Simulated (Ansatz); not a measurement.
Calculated with Ansatz (gas phase, PBE0-D4/def2-TZVP geometries, no zero-point term in ΔE). CCSD(T)/CBS adds triple-zeta CCSD(T) − MP2 to the extrapolated MP2 energy (def2 sets, frozen cores). This one scheme is used for every species. Functionals use def2-TZVPP. HSE06 is defined as in plane-wave codes. Each species was taken in one conformer, which may not be the lowest.

`C#CSB[SiH2]C` + H₂S → `C[SiH2]BS` + `C#CS`  (ligand exchange at a B–S bond)

```csv
level,ΔE (kJ/mol),difference from CCSD(T)/CBS
PBE-D4,-15.7,15.2
BLYP-D4,-41.8,-10.9
r2SCAN-D4,-21.5,9.4
PBE0-D4,-20.3,10.6
r2SCANh-D4,-22.5,8.4
r2SCAN0-D4,-24.0,6.9
HSE06-D4,-20.5,10.4
CAM-B3LYP-D4,-48.8,-17.9
B2PLYP,-43.3,-12.4
PBE-QIDH,-20.7,10.2
CAM-B3LYP,-56.4,-25.5
CCSD/def2-SVP,-46.9,-16.0
CCSD(T)/def2-SVP,-34.9,-4.0
HF/def2-TZVPP,-101.9,-71.0
CCSD(T)/def2-TZVPP,-31.8,-0.9
CCSD/CBS(def2),-44.7,-13.8
CCSD(T)/CBS,-30.9,0
```

Largest T1 diagnostic among the species: 0.014.

At CCSD(T), def2-SVP lies −4.0 kJ/mol from the extrapolated value and def2-TZVPP −0.9 kJ/mol. In def2-TZVPP, CCSD(T) changes the Hartree–Fock value by +70.1 kJ/mol (the triples alone add +13.8 kJ/mol) and MP2 by +94.2 kJ/mol.
